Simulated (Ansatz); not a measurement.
Compare A (`C=C[SiH](C)S`) with its isomer B (`CC1C[SiH2]S1`).

Gas-phase electronic energies from Ansatz, PBE0-D4/def2-TZVP geometries. CCSD(T)/CBS adds triple-zeta CCSD(T) − MP2 to the extrapolated MP2 energy (def2 sets, frozen cores). DFT in def2-TZVPP. B3LYP here is the variant with VWN-RPA as its local correlation; programs differ in this. One conformer a species, not always the lowest.

Which isomer does CCSD(T)/CBS put lower? Give the gap. (Best estimate.)

Ansatz gave: A, by 5.6 kcal/mol.

Give E(B) − E(A) in kcal/mol with B3LYP, CCSD/def2-TZVPP, B2PLYP, PBE-D4, B3LYP-D4, HF/def2-TZVPP, MP2/def2-TZVPP. (Best estimate.)

Ansatz gave: B3LYP 9.2, CCSD/def2-TZVPP 6.3, B2PLYP 7.4, PBE-D4 3.6, B3LYP-D4 8.2, HF/def2-TZVPP 11.1, MP2/def2-TZVPP 3.3. None reverses the order clearly.

Largest T1 diagnostic: 0.011.

From PBE to PBE0 (25 % exact exchange), in def2-TZVPP and without D4, E(B) − E(A) moves by −1.4 kcal/mol. In def2-TZVPP, CCSD(T) changes the Hartree–Fock value by −5.3 kcal/mol (the triples alone add −0.5 kcal/mol) and MP2 by −7.8 kcal/mol.
